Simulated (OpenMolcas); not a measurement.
# Pm3+ in SrF2: curves along the breathing mode

Pm3+ with its 8 nearest fluoride ions, on the Sr site of SrF2 (a = 5.796 Å, distance in the model lattice 2.510 Å). The rest of the host is ab initio model potentials to 7.6 Å and point charges beyond; the distance is set by hand and nothing relaxes, and no local charge compensation is placed. Ligand basis ANO-RCC-VDZP.

```
Program             : OpenMolcas
Method              : CASSCF
Basis               : ANO-RCC-VDZP [7s6p4d2f1g]
Scalar Hamiltonian  : DKH2, point nucleus
Active space        : 4 electrons in 7 orbitals (4f)
State averaging     : 2S+1 = 5 even, 35 roots (33 in the spin-orbit step); 2S+1 = 3 even, 117 roots kept (CI in the orbitals of an earlier block, 106 in the spin-orbit step); 2S+1 = 1 even, 75 roots kept (CI in the orbitals of an earlier block, 31 in the spin-orbit step)
Spin-orbit coupling : state interaction with AMFI integrals over the reference wave functions
```

Spin-free energies (labels of O, the rotations of Oh) in cm-1 above the lowest fitted minimum, as all ligands move together:

```json
{"R (Å)": "2.279", "5T2": "170", "5E": "400", "5T1": "1080", "5A1": "1180", "5T2(2)": "1270", "5A2": "1600", "5T1(2)": "15770"}
{"R (Å)": "2.333", "5T2": "700", "5E": "890", "5T1": "1470", "5A1": "1550", "5T2(2)": "1620", "5A2": "1880", "5T1(2)": "16210"}
{"R (Å)": "2.387", "5T2": "4250", "5E": "4400", "5T1": "4900", "5A1": "4970", "5T2(2)": "5020", "5A2": "5230", "5T1(2)": "19690"}
{"R (Å)": "2.44", "5T2": "10240", "5E": "10360", "5T1": "10790", "5A1": "10860", "5T2(2)": "10890", "5A2": "11060", "5T1(2)": "25630"}
{"R (Å)": "2.494", "5T2": "18530", "5E": "18630", "5T1": "19000", "5A1": "19060", "5T2(2)": "19080", "5A2": "19220", "5T1(2)": "33880"}
{"R (Å)": "2.548", "5T2": "28730", "5E": "28810", "5T1": "29130", "5A1": "29180", "5T2(2)": "29190", "5A2": "29310", "5T1(2)": "44040"}
{"R (Å)": "2.601", "5T2": "40340", "5E": "40400", "5T1": "40690", "5A1": "40730", "5T2(2)": "40730", "5A2": "40830", "5T1(2)": "55620"}
```

Cubic fits give the following; the wavenumber is harmonic, with the mass of all moving ligands, small differences in it between states hang on the degree of the fit, a number in brackets counts states of one label, and the table is a selection of at most 14 states with clean curves.

| State | R0 (Å) | Breathing mode (cm-1) | Minimum (cm-1) |
| --- | --- | --- | --- |
| 5T2 | 2.296 | 491 | 0 |
| 5E | 2.297 | 492 | 220 |
| 5T1 | 2.298 | 492 | 860 |
| 5A1 | 2.299 | 492 | 950 |
| 5T2(2) | 2.299 | 492 | 1040 |
| 5A2 | 2.300 | 493 | 1340 |
| 5T1(2) | 2.297 | 492 | 15570 |
| 5T2(3) | 2.297 | 492 | 15580 |
| 5A1(2) | 2.297 | 492 | 15650 |
| 5A2(2) | 2.299 | 493 | 16350 |
| 3T1 | 2.297 | 492 | 18460 |
| 3A2 | 2.297 | 492 | 18470 |
| 3T1(2) | 2.297 | 491 | 18530 |
| 3T2 | 2.297 | 491 | 18470 |

For an f ion spin-orbit coupling outweighs the ligand field, so these spin-free curves are not those of observable levels.

High states are left out of the spin-orbit mixing, which shifts the levels that they would mix with. Without dynamic correlation the ligand-field splitting of an f shell can come out too small, at times by half. A group larger than the point group allows holds several states that coincide in this model. No measured value stands beside these numbers.
